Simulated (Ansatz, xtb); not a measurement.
CH8BFNSi+: which of two isomers lies lower

Structure a: `C[SiH2][NH2+]BF`, a singlet. Structure b: `CB(F)[NH2+][SiH3]`, a singlet. Both are isolated ions in the gas phase, relaxed with B3LYP/6-31G*; each stands in its lowest conformer found.

Problem. Which of the two would you expect CCSD(T)/def2-SVP + ΔMP2/def2-TZVPP electronic energies to favour?

Solution. Structure b; the calculation gives E(b) − E(a) = −2.1 kcal/mol.

The same difference at several levels:

```tsv
level	geometry	E(b) − E(a) (kcal/mol)	departure from the last row (kcal/mol)	job, with rough time for the two
GFN2-xTB	GFN2-xTB	−2.6	−0.4	optimisation, 0.53 s
HF/STO-3G	GFN2-xTB	−4.6	−2.5	single point, 0.92 s
r2SCAN-D4/def2-SVP	GFN2-xTB	−4.9	−2.8	single point, 6.9 s
B3LYP/6-31G*	B3LYP/6-31G*	−2.7	−0.5	optimisation, 3.7 min
HF/def2-SVP	B3LYP/6-31G*	−3.6	−1.5	part of the CCSD(T) run
MP2/def2-SVP	B3LYP/6-31G*	−3.5	−1.4	part of the CCSD(T) run
CCSD(T)/def2-SVP	B3LYP/6-31G*	−4.0	−1.8	single point
CCSD(T)/def2-SVP + ΔMP2/def2-TZVPP	B3LYP/6-31G*	−2.1		single point, 58 s
```

As drawn, b has 1 C–B, 1 Si–H in place of 1 C–Si, 1 B–H.

The levels shown agree on the order. The largest departure from CCSD(T)/def2-SVP + ΔMP2/def2-TZVPP is that of r2SCAN-D4/def2-SVP, 2.8 kcal/mol. The last row adds to CCSD(T) the change of the MP2 difference between the two basis sets, here +1.8 kcal/mol.

With harmonic frequencies from B3LYP/6-31G* (ideal gas, rigid rotor, one conformer each, 298.15 K, 1 atm): on the last row, ΔE + ΔZPE = −2.9 kcal/mol. A mode under 50 cm⁻¹ makes harmonic enthalpies and free energies unreliable, so none is given.

The correlated steps freeze 9 core orbitals. Run with Ansatz 0.2.0, xtb 6.7.1; the last row on 2 threads of AMD EPYC 7R43 64-Core Processor (Zen 3) on a shared host.
